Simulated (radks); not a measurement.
Results of a calculation; reference values are marked as such.
Nb III, 39 electrons, occupied as [Kr] 4d3 (the NIST ground configuration). Level of theory: scalar-relativistic Kohn-Sham, PBEsol, spin-polarised, spherical densities, finite nucleus; open shells are filled with parallel spins first (spin-orbit coupling, left out, can overturn this in heavy ions); Fermi nuclear charge, rms radius 4.324 fm (a radial shooting solver on a logarithmic mesh with Libxc functionals).

Unscreened Slater integrals over Kohn-Sham orbitals (hartree). They are taken over the spin-up orbitals.

integral,value
"F0(4d,4d)",0.49286
"F2(4d,4d)",0.24680
"F4(4d,4d)",0.16054
"F0(4d,4p)",0.56877
"F2(4d,4p)",0.27211
"G1(4d,4p)",0.33390
"G3(4d,4p)",0.20263
"F0(4d,4s)",0.58799
"G2(4d,4s)",0.23327
"F0(4d,3d)",0.67057
"F2(4d,3d)",0.10999
"F4(4d,3d)",0.045949
"G0(4d,3d)",0.035006
"G2(4d,3d)",0.038746
"G4(4d,3d)",0.028984
"F0(4p,4p)",0.69538
"F2(4p,4p)",0.36548
"F0(4p,4s)",0.73227
"G1(4p,4s)",0.49522
"F0(4p,3d)",0.90281
"F2(4p,3d)",0.20397
"G1(4p,3d)",0.065422
"G3(4p,3d)",0.062821
"F0(4s,4s)",0.77655
"F0(4s,3d)",0.99062
"G2(4s,3d)",0.080989
"F0(3d,3d)",2.1047
"F2(3d,3d)",1.0330
"F4(3d,3d)",0.65544

Derived for the open shells (J is the average intra-shell exchange parameter used in DFT+U). 4d: Racah B = F2/49 - 5 F4/441 = 0.003217 hartree, C = 35 F4/441 = 0.01274 hartree, C/B = 3.96, F4/F2 = 0.650, J = (F2 + F4)/14 = 0.02910 hartree.
